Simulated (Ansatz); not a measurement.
Basis-set extrapolation for C₃H₈AlCl₂N (`CC[N](C)[Al]([Cl])[Cl]`) (PBE0-D4/def2-TZVP geometry, frozen core, the Gaussian-basis code of Ansatz). Multiplicity 1, RHF reference.

```json
{"": "HF", "def2-TZVPP": "-1333.910437", "def2-QZVPP": "-1333.951178"}
{"": "MP2 correlation", "def2-TZVPP": "-1.183976", "def2-QZVPP": "-1.277179"}
{"": "CCSD(T) correlation", "def2-TZVPP": "-1.307078", "def2-QZVPP": "not run"}
```

Energies in hartree. Use E(X) = E(∞) + A·exp(−7.88·√X) for Hartree–Fock and E(X) = E(∞) + B·X^(−2.97) for correlation, with X = 3 and 4, and add CCSD(T) minus MP2 of the smaller set to the MP2 limit.

Problem. What is the CCSD(T) energy at the basis-set limit?

Solution. HF limit: -1333.951178 + (-0.040741) × 0.13774 = -1333.95679. MP2 limit: -1.277179 + (-0.093203) × 0.74074 = -1.34622. Higher-order term: -1.307078 − (-1.183976) = -0.12310. Total: -1335.42611 hartree, 547.7 kJ/mol below CCSD(T)/def2-TZVPP.
